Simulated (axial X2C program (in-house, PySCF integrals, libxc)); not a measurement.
## Potential curves of WBr⁻, without spin–orbit coupling

Computed with an in-house relativistic program for diatomic molecules. Spin-free means the one-electron spin-free X2C Hamiltonian. Basis: W dyall-acv3z [14s15p10d7f4g], Br dyall-acv3z [9s10p7d5f1g] (cores contracted in-house); Gaussian nuclei, density fitting, unrestricted open shells. Masses: W 183.951 u, Br 78.918 u.

State: M_S = 2, Λ = 0 (beyond evenly filled blocks: π+α, π-α, δ+α, δ-α). Energies in kJ/mol from the lowest point of each curve. Fits are polynomials in 1 − R0/R over 0.85 to 1.23 times the lowest point R0.

```json
{"R (Å)": "2.1907", "CCSD": "", "HF": "111.20", "TPSS": "60.54"}
{"R (Å)": "2.2914", "CCSD": "41.58", "HF": "54.85", "TPSS": "23.44"}
{"R (Å)": "2.3669", "CCSD": "19.44", "HF": "28.63", "TPSS": "8.55"}
{"R (Å)": "2.4425", "CCSD": "6.56", "HF": "12.36", "TPSS": "1.47"}
{"R (Å)": "2.5180", "CCSD": "0.66", "HF": "3.53", "TPSS": "0.00"}
{"R (Å)": "2.6061", "CCSD": "0.00", "HF": "0.00", "TPSS": "3.25"}
{"R (Å)": "2.6943", "CCSD": "3.82", "HF": "1.54", "TPSS": "9.99"}
{"R (Å)": "2.8076", "CCSD": "12.95", "HF": "8.25", "TPSS": "21.69"}
{"R (Å)": "2.9461", "CCSD": "", "HF": "20.33", "TPSS": "38.03"}
{"R (Å)": "3.1475", "CCSD": "", "HF": "40.23", "TPSS": "62.01"}
```

Correlated methods: 14 electrons correlated (number of frozen shells: W 5 s, 4 p, 2 d, 1 f; Br 3 s, 2 p, 1 d), 378 virtual spin orbitals or spinors in MP2, 90 natural virtuals in coupled cluster.

The state is one determinant whose occupation by symmetry is held fixed; it was picked as the lowest of a PBE0 search that is not exhaustive. CCSD ran in a truncated set of natural virtual spinors with an MP2 remainder; without triples it tends to underbind. Other states lie close and PBE0, whose exact exchange favours high spin, may order them wrongly; the determinant shown need not be the ground state. The nearest other spin-free determinant of the search, M_S = 3, Λ = 0, lies 0.03 eV up at the distance of the search. The highest occupied level of some functionals is positive through self-interaction error; at Hartree–Fock it is bound. The determinant is spin-polarised beyond a pure state at some levels (its spin-free form has ⟨S²⟩ too high), which makes Re and μ there less reliable. With the outer-core shells frozen, correlated bond lengths of heavy atoms tend to come out a few hundredths of an ångström too long. Coupled cluster ran on the points near the minimum only. MP2 and coupled cluster on one determinant become unreliable at the stretched end.

(1) What are Re and ωe at the CCSD level?

(2) What are Re and ωe at the HF level?

(3) Fit the TPSS curve near its minimum: give the equilibrium distance and the harmonic wavenumber.

Results:

(1) At CCSD, spin-free: Re = 2.571 Å, ωe ≈ 186 cm⁻¹; Be follows as 0.0462 cm⁻¹.

(2) At HF, spin-free: Re = 2.618 Å, ωe ≈ 177 cm⁻¹; Be follows as 0.0445 cm⁻¹.

(3) At TPSS, spin-free: Re = 2.504 Å, ωe ≈ 194 cm⁻¹; Be follows as 0.0487 cm⁻¹.
